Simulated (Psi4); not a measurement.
CHF2, doublet, at a GFN2-xTB geometry; CCSD/def2-TZVP (Psi4).

The Psi4 input:
```
memory 2 GB

molecule mol {
0 2
C     0.064014   -0.000538    0.500388
F    -0.080716    1.095665   -0.231130
F    -0.060291   -1.095920   -0.236100
H     0.884973    0.005520    1.202744
}

set {
  basis def2-tzvp
  reference uhf
  freeze_core true
}

energy('ccsd')
print_variables()
```

What the program printed (banner, timings and long lists left out):

```
   => Loading Basis Set <=

    Name: DEF2-TZVP
    Role: ORBITAL
    Keyword: BASIS

         ---------------------------------------------------------
                                   SCF
               by Justin Turney, Rob Parrish, Andy Simmonett
                          and Daniel G. A. Smith
                              UHF Reference
         ---------------------------------------------------------

  ==> Geometry <==

    Molecular point group: c1
    Full point group: C1

    Geometry (in Angstrom), charge = 0, multiplicity = 2:

       Center              X                  Y                   Z               Mass
    ------------   -----------------  -----------------  -----------------  -----------------
         C            0.083989478018    -0.000425512203     0.532930385955    12.000000000000
         F           -0.060740521982     1.095777487797    -0.198587614045    18.998403162730
         F           -0.040315521982    -1.095807512203    -0.203557614045    18.998403162730
         H            0.904948478018     0.005632487797     1.235286385955     1.007825032230

  Running in c1 symmetry.

  Rotational constants: A =      2.25089  B =      0.36684  C =      0.31931 [cm^-1]
  Rotational constants: A =  67480.11612  B =  10997.50419  C =   9572.67688 [MHz]
  Nuclear repulsion =   70.263723335805565

  Charge       = 0
  Multiplicity = 2
  Electrons    = 25
  Nalpha       = 13
  Nbeta        = 12

  ==> Algorithm <==

  SCF Algorithm Type is PK.
  DIIS enabled.
  MOM disabled.
  Fractional occupation disabled.
  Guess Type is SAD.
  Energy threshold   = 1.00e-08
  Density threshold  = 1.00e-08
  Integral threshold = 1.00e-12

  ==> Primary Basis <==

  Basis Set: DEF2-TZVP
    Blend: DEF2-TZVP
    Number of shells: 37
    Number of basis functions: 99
    Number of Cartesian functions: 114
    Spherical Harmonics?: true
    Max angular momentum: 3

  ==> Integral Setup <==

  Using in-core PK algorithm.
   Calculation information:
      Number of atoms:                   4
      Number of AO shells:              37
      Number of primitives:             66
      Number of atomic orbitals:       114
      Number of basis functions:        99

      Integral cutoff                 1.00e-12
      Number of threads:                 1

  Performing in-core PK
  Using 24507450 doubles for integral storage.
  We computed 233436 shell quartets total.
  Whereas there are 247456 unique shell quartets.

  ==> DiskJK: Disk-Based J/K Matrices <==

    J tasked:                  Yes
    K tasked:                  Yes
    wK tasked:                  No
    Schwarz Cutoff:          1E-12

  Minimum eigenvalue in the overlap matrix is 2.3862738432E-03.
  Reciprocal condition number of the overlap matrix is 4.3133437895E-04.
    Using symmetric orthogonalization.

  ==> Pre-Iterations <==

  SCF Guess: Superposition of Atomic Densities via on-the-fly atomic UHF (no occupation information).

   -------------------------
    Irrep   Nso     Nmo
   -------------------------
     A         99      99
   -------------------------
    Total      99      99
   -------------------------

  ==> Iterations <==

                        Total Energy        Delta E     RMS |[F,P]|

   @UHF iter SAD:  -236.70006119948906   -2.36700e+02   0.00000e+00
   @UHF iter   1:  -237.32246227037302   -6.22401e-01   3.42643e-03 ADIIS/DIIS
   @UHF iter   2:  -237.36019369555737   -3.77314e-02   1.91261e-03 ADIIS/DIIS
   @UHF iter   3:  -237.37151101135893   -1.13173e-02   4.23398e-04 ADIIS/DIIS
   @UHF iter   4:  -237.37310414041872   -1.59313e-03   1.30111e-04 ADIIS/DIIS
   @UHF iter   5:  -237.37333075454987   -2.26614e-04   5.88719e-05 DIIS
   @UHF iter   6:  -237.37339140444527   -6.06499e-05   2.00613e-05 DIIS
   @UHF iter   7:  -237.37339787945885   -6.47501e-06   5.64087e-06 DIIS
   @UHF iter   8:  -237.37339831283268   -4.33374e-07   1.96507e-06 DIIS
   @UHF iter   9:  -237.37339837058414   -5.77515e-08   6.75890e-07 DIIS
[...]
  @UHF Final Energy:  -237.37339837901777
    Total Energy =                       -237.3733983790177717
[...]
     9        -0.642163367519637    3.355e-05    0.021374    0.000000    0.000000    0.000000
    10        -0.642162058059312    1.354e-05    0.021375    0.000000    0.000000    0.000000
    11        -0.642162569413366    6.207e-06    0.021374    0.000000    0.000000    0.000000
    12        -0.642162491933520    2.211e-06    0.021375    0.000000    0.000000    0.000000
    13        -0.642162587153166    8.526e-07    0.021374    0.000000    0.000000    0.000000
    14        -0.642162614520368    2.698e-07    0.021374    0.000000    0.000000    0.000000
    15        -0.642162612074187    9.622e-08    0.021374    0.000000    0.000000    0.000000

    Iterations converged.

    Largest TIA Amplitudes:
              7   1         0.0168652023
              9   3        -0.0135896142
              4   6        -0.0115823503
              6  11        -0.0104074984
              3   4        -0.0093136154
              4   1         0.0090093187
              5  10        -0.0088338637
              5   2        -0.0087286264
              7   6        -0.0076606761
              3   7         0.0072261576

    Largest Tia Amplitudes:
              5   0         0.0570771095
              5   5         0.0259102731
              8   0         0.0179004337
              2   6         0.0149092706
              4   7        -0.0145090907
              7   2        -0.0116736873
              6   2        -0.0093022180
              3   8         0.0089859804
              4   2        -0.0084910955
              5   3        -0.0083640222

    Largest TIJAB Amplitudes:
      9   4  15   5        -0.0100603159
      7   4  10   5         0.0086166432
      9   8  15   6        -0.0085487756
      9   4   6   3        -0.0078189370
      9   4  22   6        -0.0075608350
      8   7  10   6        -0.0075112229
      8   4  19   6        -0.0073357232
      7   6  12  11        -0.0071855065
      9   8  15   1         0.0070579093
      9   8   3   0        -0.0069995337

    Largest Tijab Amplitudes:
      5   4   7   0        -0.0135036471
      7   6  11   0        -0.0097530928
      7   4   6   0         0.0092745378
      6   4   6   0        -0.0085517740
      7   4  11   6         0.0082337792
      8   5   6   0         0.0079538566
      7   6  13  12         0.0075173877
      5   4   7   5        -0.0074741320
      8   6   7   0         0.0074645756
      7   6  14  11        -0.0073906366

    Largest TIjAb Amplitudes:
      4   4   6   7        -0.0271423185
      8   8   7   8        -0.0230662558
      2   2   5   6        -0.0200708507
      4   5   6   0         0.0175755808
      4   4   5   6        -0.0175056929
      3   8   7   8        -0.0172764427
      2   2   6   7        -0.0169032146
      7   7  10  11        -0.0164326523
      9   5   3   5        -0.0157801783
      3   3   7   8        -0.0153802008

    SCF energy       (wfn)                    = -237.373398379017772
    Reference energy (file100)                = -237.373398379018624

    Opposite-spin MP2 correlation energy      =   -0.466279434581870
    Same-spin MP2 correlation energy          =   -0.164785313829641
    Singles MP2 correlation energy            =   -0.000000000000000
    MP2 correlation energy                    =   -0.631064748411511
      * MP2 total energy                      = -238.004463127430142

    Opposite-spin CCSD correlation energy     =   -0.492659362103128
    Same-spin CCSD correlation energy         =   -0.149503249971060
    Singles CCSD correlation energy           =    0.000000000000000
    CCSD correlation energy                   =   -0.642162612074187
      * CCSD total energy                     = -238.015560991092798

  Variable Map:
  ----------------------------------------------------------------------------
[...]
  Array Variable Map:
  ----------------------------------------------------------------------------
[...]
[...]
```
